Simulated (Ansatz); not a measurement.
(MgSe)4 cube (Mg₄Se₄). The state is a singlet with charge 0. Geometry r2SCAN-D4/def2-SVP; atoms count from 1.

```xyz
8

Mg    0.656   -1.688    0.446
Mg   -1.654    0.261    0.821
Mg   -0.199    0.121   -1.850
Mg    1.197    1.306    0.583
Se    0.267   -0.162    2.484
Se   -1.606   -1.753   -0.783
Se    2.220   -0.350   -1.103
Se   -0.881    2.266   -0.598
```

Q: Estimate the Mulliken populations from the PBE0/def2-TZVP orbitals of Ansatz.

A: 
| atom | charge (e) |
| --- | --- |
| Mg1 | 0.81 |
| Mg2 | 0.81 |
| Mg3 | 0.81 |
| Mg4 | 0.81 |
| Se5 | -0.81 |
| Se6 | -0.81 |
| Se7 | -0.81 |
| Se8 | -0.81 |
Mulliken values depend strongly on the basis.

Q: And the Mayer bond orders between heavy atoms (over 0.3)?

A: Mg1–Se5 0.61 (2.58 Å); Mg1–Se6 0.61 (2.58 Å); Mg1–Se7 0.61 (2.58 Å); Mg2–Se5 0.61 (2.58 Å); Mg2–Se6 0.61 (2.58 Å); Mg2–Se8 0.61 (2.58 Å); Mg3–Se6 0.61 (2.58 Å); Mg3–Se7 0.61 (2.58 Å); Mg3–Se8 0.61 (2.58 Å); Mg4–Se5 0.61 (2.58 Å); Mg4–Se7 0.61 (2.58 Å); Mg4–Se8 0.61 (2.58 Å).
